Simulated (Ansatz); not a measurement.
`[GaH3-][AsH3+]`, relaxed with RKS PBE-D4/def2-SVP in Ansatz 0.2.0 from a rough embedded geometry. The force threshold is 0.03 eV/Å; the program also tests the step.

Charge 0, multiplicity 1.

Start:

```xyz
8

Ga    0.932    0.348    0.648
As   -0.993   -0.331   -0.650
H     1.022    1.887    0.876
H     0.891   -0.361    2.056
H     2.315   -0.179   -0.075
H    -0.503   -1.084   -1.951
H    -1.779    0.977   -1.067
H    -1.886   -1.257    0.164
```

```json
{"step": "1", "energy (eV)": "-113283.6299", "largest force (eV/Å)": "1.901", "largest move (Å)": "0.000"}
{"step": "2", "energy (eV)": "-113284.3087", "largest force (eV/Å)": "1.178", "largest move (Å)": "0.195"}
{"step": "3", "energy (eV)": "-113284.4291", "largest force (eV/Å)": "0.413", "largest move (Å)": "0.200"}
{"step": "4", "energy (eV)": "-113284.4520", "largest force (eV/Å)": "0.224", "largest move (Å)": "0.080"}
{"step": "5", "energy (eV)": "-113284.4566", "largest force (eV/Å)": "0.079", "largest move (Å)": "0.027"}
{"step": "6", "energy (eV)": "-113284.4568", "largest force (eV/Å)": "0.005", "largest move (Å)": "0.004"}
```

End:

```xyz
8

Ga    1.251    0.407    0.852
As   -0.879   -0.285   -0.600
H     0.966    1.966    0.828
H     0.846   -0.428    2.138
H     2.328   -0.193   -0.144
H    -0.717   -1.038   -1.918
H    -1.841    0.773   -1.135
H    -1.955   -1.202   -0.022
```

Hardware: 2 threads of a server CPU on a shared host. Wall time 8.5 s, peak host memory 0.14 GiB.
